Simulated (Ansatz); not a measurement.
Basis sets compared for `CCC(CC(C)c1ccc(I)cc1)c1ccc(OC(C)(C)C)cc1`. Charge 0, multiplicity 1. Geometry PBE-D4/def2-SVP. Ansatz on 8 threads of AMD EPYC on a shared host; times are rough, and most runs start from earlier orbitals.

Cartesian coordinates in Å:
```
C -0.9248 4.0112 1.0685
C -1.6322 2.8752 0.3318
C -0.6711 1.8452 -0.3055
C -1.4165 0.8238 -1.2082
C -1.3880 1.1447 -2.7208
C -2.0501 2.4824 -3.0888
C -1.9793 -0.0072 -3.5176
C -1.1696 -0.7910 -4.3611
C -1.6938 -1.8652 -5.0966
C -3.0591 -2.1648 -4.9862
I -3.8729 -3.7829 -6.0928
C -3.8939 -1.4046 -4.1520
C -3.3476 -0.3359 -3.4274
C 0.1665 1.1456 0.7530
C -0.4321 0.2907 1.7027
C 0.3320 -0.3679 2.6734
C 1.7300 -0.1913 2.7186
O 2.4764 -0.7890 3.7030
C 3.0430 -2.1179 3.4683
C 4.0061 -2.0892 2.2740
C 3.7942 -2.4111 4.7680
C 1.9287 -3.1475 3.2370
C 2.3367 0.6775 1.7923
C 1.5598 1.3322 0.8254
H -0.2669 4.5860 0.3826
H -1.6508 4.7239 1.5091
H -0.2872 3.6255 1.8900
H -2.3103 2.3358 1.0301
H -2.2900 3.2920 -0.4595
H 0.0404 2.4100 -0.9500
H -0.9652 -0.1804 -1.0752
H -2.4727 0.7250 -0.8713
H -0.3154 1.2145 -3.0096
H -1.5381 3.3364 -2.6017
H -3.1156 2.5094 -2.7795
H -2.0147 2.6500 -4.1837
H -0.0962 -0.5568 -4.4480
H -1.0403 -2.4604 -5.7503
H -4.9638 -1.6425 -4.0660
H -4.0128 0.2539 -2.7769
H -1.5225 0.1334 1.6842
H -0.1450 -1.0187 3.4201
H 4.4836 -3.0810 2.1435
H 3.4759 -1.8417 1.3330
H 4.8057 -1.3384 2.4335
H 4.5729 -1.6425 4.9415
H 4.2789 -3.4062 4.7259
H 3.0943 -2.3922 5.6266
H 1.3582 -2.9265 2.3132
H 1.2226 -3.1586 4.0913
H 2.3614 -4.1627 3.1327
H 3.4223 0.8415 1.8500
H 2.0488 2.0087 0.1056
```

In the def2 sets I takes a core potential; there is no spin–orbit coupling. Single mean-field runs in def2-SVP, def2-TZVP are fitted with def2-universal-jkfit.

Binding counts from free atoms (C triplet, I doublet, O triplet, H doublet) in the same basis, without a counterpoise term.

| level | functions | energy (Eh) | HOMO (eV) | LUMO (eV) | binding per atom (eV) | wall time |
| --- | --- | --- | --- | --- | --- | --- |
| PBE-D4/def2-SVP | 493 | -1226.8951 | -5.50 | -1.58 | 4.79 | 16 s |
| PBE0-D4/def2-SVP (with forces) | 493 | -1227.0403 | -6.52 | -0.68 | 4.72 | 42 s |

Problem. Estimate the rows for PBE-D4/def2-TZVP, PBE0-D4/def2-TZVP.

Solution. 
```json
{"level": "PBE-D4/def2-TZVP", "functions": "937", "energy (Eh)": "-1227.8910", "HOMO (eV)": "-5.58", "LUMO (eV)": "-1.74", "binding per atom (eV)": "4.73", "wall time": "46 s"}
{"level": "PBE0-D4/def2-TZVP", "functions": "937", "energy (Eh)": "-1228.0204", "HOMO (eV)": "-6.54", "LUMO (eV)": "-0.82", "binding per atom (eV)": "4.65", "wall time": "2.3 min"}
```
